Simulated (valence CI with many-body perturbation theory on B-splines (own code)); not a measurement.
**Br²⁹⁺: key properties**

Level of theory: valence CI with perturbative core correlation (CI+MBPT): four valence electrons over a frozen Dirac-Fock core [He], a basis of 11 s, 11 p, 10 d, 8 f, 5 g, 2 h functions for each j, with the one-electron correlation potential Σ1, the two-electron term Σ2, the three-electron term Σ3, Breit, model QED; selected CI, second order for the rest, scaled by the run's own slope (own B-spline code, finite nucleus).

No measured spectrum was set against this ion. As an estimate, large intervals hold to a few tenths of a per cent, small ones and those within an open d or f shell to about a per cent. Among the levels kept, up to 1100 cm⁻¹ of a level comes from second order outside the variational space, and about a tenth of that is noise between levels of different J, which matters for small intervals.

Levels are named by their leading jj configuration (3d3/2^4 stands for four electrons in 3d with j = 3/2), which in mixed levels can hold well under half, so a name can repeat and another be missing.

Rates and lifetimes use the calculated energies. Strong lines usually hold to 10 to 20 %, long lifetimes can be off by a factor of two.

Question: What is the ground level?

Answer: (2s^2 2p1/2^2) J=0, composition 80 % 2s²2p² ³P + 20 % 2s²2p² ¹S.

Question: Among levels below 167.76 Ry, which E1 lines absorb most strongly from the ground level?

Answer: to (2s^2 2p1/2 3d3/2) J=1 at 0.6251 nm, f = 1.36; to (2s 2p1/2^2 3p3/2) J=1 at 0.6105 nm, f = 0.375; to (2s 2p1/2^2 2p3/2) J=1 at 6.973 nm, f = 0.111.

Question: Name the longest-lived excited levels whose lifetime is computed, and their main decay.

Answer: (2s^2 2p1/2 2p3/2) J=2 at 3.86 Ry lives 285 μs, mostly by M1 to (2s^2 2p1/2 2p3/2) J=1; (2s^2 2p1/2 2p3/2) J=1 at 3.14 Ry lives 1.70 μs, mostly by M1 to (2s^2 2p1/2^2) J=0; (2s^2 2p3/2^2) J=2 at 7.53 Ry lives 714 ns, mostly by M1 to (2s^2 2p1/2 2p3/2) J=1.

Question: What is the ionisation energy?

Answer: 3366.8 eV; NIST lists 3361 ± 3 eV (semi-empirical).

Question: Where does the other parity begin?

Answer: At (2s 2p1/2^2 2p3/2) J=2, 9.87 Ry.
